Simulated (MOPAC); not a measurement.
Input for MOPAC: PM6 on ZnCu, 2S+1 = 2, a spin state set in the input, which need not be the lowest, a point of a bond scan (R = 2.455 Å).

```
PM6 1SCF PRECISE CHARGE=0 UHF MS=0.5 THREADS=1
CuZn

Cu     0.00000000 1     0.00000000 1     0.00000000 1
Zn     0.00000000 1     0.00000000 1     2.45511600 1
```

Output:

```
*******************************************************************************
 **                                                                           **
 **                              MOPAC v23.2.5                                **
 **                                                                           **
 *******************************************************************************
 ** MOPAC's Digital Object Identifier: https://doi.org/10.5281/zenodo.6511958 **
 **                                                                           **
 ** Please cite the open-source release paper for use of this MOPAC version:  **
 ** J. E. Moussa and J. J. P. Stewart (2026)                                  **
 ** MOPAC: An open-source semiempirical molecular orbital program             **
 ** J. Open Source Softw., 11(119), 8025, https://doi.org/10.21105/joss.08025 **
 *******************************************************************************

                              PM6 CALCULATION RESULTS

 *******************************************************************************
 *  PM6        - The PM6 Hamiltonian to be used
 *  UHF        - UNRESTRICTED HARTREE-FOCK CALCULATION
 *
 *
 *
 *                 CHARGE ON SYSTEM = 0
 *
 *
 *
 *  MS=        - IN MECI, MAGNETIC COMPONENT OF SPIN =  0.5
 *  PRECISE    - TIGHTER CRITERIA TO BE USED
 *  1SCF       - DO 1 SCF AND THEN STOP
 *  THREADS=1  - MULTI-THREADING NOT USED
 *  T=         - A TIME OF 172800.0 SECONDS REQUESTED
 *  DUMP=N     - RESTART FILE WRITTEN EVERY 7200.0 SECONDS REQUESTED
 *******************************************************************************
PM6 1SCF PRECISE CHARGE=0 UHF MS=0.5 THREADS=1
 CuZn

   ATOM   CHEMICAL          X               Y               Z
  NUMBER   SYMBOL      (ANGSTROMS)     (ANGSTROMS)     (ANGSTROMS)

     1      Cu          0.00000000  *   0.00000000  *   0.00000000  *
     2      Zn          0.00000000  *   0.00000000  *   2.45511600  *



          CARTESIAN COORDINATES

    NO.       ATOM           X           Y           Z

     1        Cu          0.0000      0.0000      0.0000
     2        Zn          0.0000      0.0000      2.4551

 General Reference for PM6:
 "Optimization of Parameters for Semiempirical Methods V: Modification of NDDO Approximations
 and Application to 70 Elements", J. J. P. Stewart, J. Mol. Mod., 13, 1173-1213 (2007)
 URL: https://link.springer.com/article/10.1007/s00894-007-0233-4

           Empirical Formula: Cu Zn  =     2 atoms



      MOLECULAR POINT GROUP   :   C*v


          UHF CALCULATION, NO. OF ALPHA ELECTRONS =    7
                           NO. OF BETA  ELECTRONS =    6

 -------------------------------------------------------------------------------
 PM6 1SCF PRECISE CHARGE=0 UHF MS=0.5 THREADS=1
 CuZn



     1SCF WAS SPECIFIED, SO BFGS WAS NOT USED
     SCF FIELD WAS ACHIEVED


                              PM6 CALCULATION
                                                       MOPAC v23.2.5 Linux




          FINAL HEAT OF FORMATION =        107.15141 KCAL/MOL =     448.32151 KJ/MOL


          COSMO AREA              =         57.61 SQUARE ANGSTROMS
          COSMO VOLUME            =         36.39 CUBIC ANGSTROMS

          IONIZATION POTENTIAL    =          6.945273 EV
          ALPHA SOMO LUMO (EV)    =         -6.945 -4.819
          BETA  SOMO LUMO (EV)    =        -11.668  0.841
          NO. OF ALPHA ELECTRONS  =          7
          NO. OF BETA  ELECTRONS  =          6
          MOLECULAR WEIGHT        =        128.9260         POINT GROUP:  C*v

          MOLECULAR DIMENSIONS (Angstroms)

            Atom       Atom       Distance
           Zn     2   Cu     1     2.45512
           Zn     2   Cu     1     0.00000
           Cu     1   Zn     2     0.00000


          SCF CALCULATIONS        =          1





   ATOM   CHEMICAL          X               Y               Z
  NUMBER   SYMBOL      (ANGSTROMS)     (ANGSTROMS)     (ANGSTROMS)

     1      Cu          0.00000000  *   0.00000000  *   0.00000000  *
     2      Zn          0.00000000  *   0.00000000  *   2.45511600  *

                             CARTESIAN COORDINATES

   1   Cu        0.000000000     0.000000000     0.000000000
   2   Zn        0.000000000     0.000000000     2.455116000


           Empirical Formula: Cu Zn  =     2 atoms



      MOLECULAR POINT GROUP   :   C*v


          ALPHA EIGENVALUES
 -15.48731 -12.06372 -12.06372 -11.92377 -11.91162 -11.91162  -6.94527  -4.81872
  -4.81872   1.54855 124.58173 124.58173 125.19236


           BETA EIGENVALUES
 -14.26920 -11.91328 -11.91328 -11.81943 -11.81943 -11.66841   0.84114   1.08867
   1.08867  11.12099 124.83664 124.83664 125.00692


              NET ATOMIC CHARGES AND DIPOLE CONTRIBUTIONS

  ATOM NO.   TYPE          CHARGE      No. of ELECS.   s-Pop       p-Pop       d-Pop
    1         Cu           0.448040       10.5520     0.62959     0.00014     9.92223
    2         Zn          -0.448040        2.4480     1.57150     0.87654
 DIPOLE           X         Y         Z       TOTAL
 POINT-CHG.     0.000     0.000    -5.283     5.283
 HYBRID         0.000     0.000    -0.819     0.819
 SUM            0.000     0.000    -6.102     6.102


          ATOMIC ORBITAL ELECTRON POPULATIONS

     Atom    s        px        py        pz      x^2-y^2     xz        z^2       yz        xy
    1 Cu   0.62959   0.00002   0.00002   0.00011   2.00000   1.96990   1.98244   1.96990   2.00000
    2 Zn   1.57150   0.03009   0.03009   0.81637


                    (SZ)    =    0.500000
                    (S**2)  =    0.788585


          ATOMIC ORBITAL SPIN POPULATIONS

    Atom   Total    s     px     py     pz   x^2-y^2  xz     z^2    yz     xy
         Atomic
    1 Cu  0.0276  0.092 -0.000 -0.000  0.000  0.000 -0.026 -0.012 -0.026  0.000
    2 Zn  0.9724  0.117  0.026  0.026  0.803

 **********************
 *                    *
 * JOB ENDED NORMALLY *
 *                    *
 **********************




 == MOPAC DONE ==
```

The run finished.

Cost: around 0.010 core-seconds (rough).
